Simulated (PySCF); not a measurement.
**C (carbon, neutral) across methods**

[He] 2s2 2p1 3d1, one real determinant (an excited configuration). Computed with PySCF 2.14 in aug-cc-pVQZ with one added diffuse shell each of s, p, d, f, g type (7s6p5d4f3g, 105 functions), with no relativity, point nucleus. The B2PLYP total includes its PT2 part (frozen core); its orbital energies are those of the SCF part.

```tsv
method	E (hartree)	mean ε 2s β (eV)	mean ε 2p α (eV)	mean ε 3d α (eV)	Σ⟨r²⟩ (bohr²)	⟨S²⟩
PBE0	-37.4499	-22.242	-15.844	-0.973	70.62	2.003
CAM-B3LYP	-37.4733	-23.737	-17.413	-1.215	69.90	2.002
B2PLYP	-37.4727	-23.541	-17.786	-1.041	70.87	2.004
PBE	-37.4440	-20.692	-13.995	-0.786	70.36	2.002
PW91	-37.4746	-20.732	-14.092	-0.782	70.30	2.002
UHF	-37.34594	-25.647	-20.958	-1.346	71.64	2.007
r2SCANh	-37.4682	-21.485	-15.390	-0.730	70.76	2.005
LDA	-37.1052	-20.559	-13.821	-0.650	69.53	2.001
```

(1) Estimate the same row for r2SCAN.

⟨L²⟩ = 8.01 against 12 for a pure F term, so this real determinant mixes terms. The outer electron is Rydberg-like, and this basis confines it to a smaller radius and binds it less than a complete one would.

Results:

(1) E (hartree) = -37.4680; mean ε 2s β (eV) = -20.925; mean ε 2p α (eV) = -14.726; mean ε 3d α (eV) = -0.658; Σ⟨r²⟩ (bohr²) = 70.88; ⟨S²⟩ = 2.005.
